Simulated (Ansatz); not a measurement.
Spectroscopic constants of SF-, closed-shell singlet (lowest of 2S+1 = 1, 3, 5 at CCSD(T)/def2-TZVPP on PBE0 minima; our sources give no spin for the ground state, which may be another).

Constants: fifth-degree fit in 1/R to seven points, most abundant isotopes. In def2 and cc sets the state is the lowest found near the PBE0 minimum, followed along R. The singlet is held restricted. HF and MP2 rows in def2 and cc sets belong to the determinant that coupled cluster picked by its CCSD energy.

Codes used: Ansatz (a first-principles code). Each number belongs to the level named beside it.

Energies at HF/aug-cc-pV(T+d)Z:

| R (Å) | E (hartree) |
|---|---|
| 1.600391 | -497.01220657 |
| 1.643413 | -497.01464161 |
| 1.682992 | -497.01524813 |
| 1.727734 | -497.01443518 |
| 1.772476 | -497.01237336 |
| 1.824102 | -497.00882084 |
| 1.884332 | -497.00354103 |

Q: With a reduced mass of 11.9171 u, find the minimum, the force constant and the constants.

A: A fifth-degree polynomial in 1/R puts the minimum at r_e = 1.6809 Å with force constant 352 N/m. Then ω_e = (1/2πc)√(k/μ) = 708 cm⁻¹ and B_e = h/(8π²cμr_e²) = 0.5007 cm⁻¹; the cubic and quartic terms give α_e = 0.0044 and ω_e x_e = 4.4 cm⁻¹.
